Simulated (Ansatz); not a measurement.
Reaction (formal hydrolysis of a Ge–C bond): `F[CH2][GeH2][Br]` + H₂O → `[OH][GeH2][Br]` + fluoromethane

Computed with Ansatz on PBE0-D4/def2-TZVP structures; ΔE is electronic, products minus reactants. CBS: MP2 limit from def2 TZ/QZ plus the TZ coupled-cluster correction, frozen cores. This one scheme is used for every species. Functionals use def2-TZVPP. For Br, Ge outer-core shells are correlated without core-valence functions, which leaves a few kJ/mol of doubt a bond. Scalar relativity is left out up to krypton. One conformer a species, not always the lowest.

(1) Is it downhill or uphill in electronic energy at CCSD(T)/CBS, and by how much? (Estimate.)

(2) What do these levels give: B97M-V, B2PLYP, BHLYP, RPA@PBE/def2-TZVPP, HF/def2-SVP, CCSD(T)/def2-TZVPP? (Best estimate.)

Largest T1 diagnostic among the species: 0.010.

Results:

(1) The calculation gave: Downhill: ΔE = -0.55 eV.

(2) The calculation gave: B97M-V -0.67, B2PLYP -0.65, BHLYP -0.68, RPA@PBE/def2-TZVPP -0.59, HF/def2-SVP -0.76, CCSD(T)/def2-TZVPP -0.59 eV.

Leaving LDA and LC-ωPBE aside and taking each functional with its dispersion term where it has one, the values, not all of them listed here, spread over 0.14 eV, from B97M-V to revPBE-D4. LDA lies +0.05 eV from PBE without D4. From BLYP to BHLYP (50 % exact exchange), in def2-TZVPP and without D4, ΔE moves by −0.04 eV. The D4 term adds +0.04 eV with B3LYP and +0.02 eV with PBE0; it sums over pairs of atoms, weighted by their polarisabilities, and B3LYP, whose exchange is more repulsive, gets the larger term.

B3LYP here is the variant with VWN-RPA as its local correlation; programs differ in this.
